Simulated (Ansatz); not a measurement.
Relaxation of AlBrClHO (5 atoms, charge 0, multiplicity 1), to a largest force component of 0.03 eV/Å in at most 50 steps.

The calculation used RKS CAM-B3LYP/def2-SVP (Ansatz).

```xyz
5
Properties=species:S:1:pos:R:3:forces:R:3
Al 0.189 0.239 0.365 0.95 -0.70 -0.94
Br 1.626 -0.857 -1.155 -0.40 0.66 0.93
O -1.357 -0.105 -0.212 -0.03 0.01 -0.04
H -1.188 -0.632 -1.010 -0.52 0.03 0.04
Cl 0.731 1.355 2.012 0.00 0.01 0.01
```

Problem. Where does it end, and by what steps?

Solution. It converged. After 6 steps the energy has fallen by 0.320 eV; H4 moved furthest, 0.50 Å.

```tsv
step	energy less start (eV)	largest force component (eV/Å)	accepted
0	0.0000	0.948	yes
1	-0.2015	0.548	yes
2	-0.2410	0.785	yes
3	-0.2932	1.263	yes
4	-0.3173	0.281	yes
5	-0.3175	0.371	yes
6	-0.3199	0.024	yes
```

```xyz
5
Properties=species:S:1:pos:R:3
Al 0.304 0.134 0.214
Br 1.978 -0.752 -0.974
O -1.308 -0.085 -0.202
H -1.680 -0.574 -0.939
Cl 0.706 1.276 1.901
```

Whether the end is a true minimum wasn't checked by a vibrational analysis.

Run time: 11 s on 2 threads of Intel(R) Xeon(R) 6975P-C (Granite Rapids), on a shared host, peak memory 0.23 GiB.
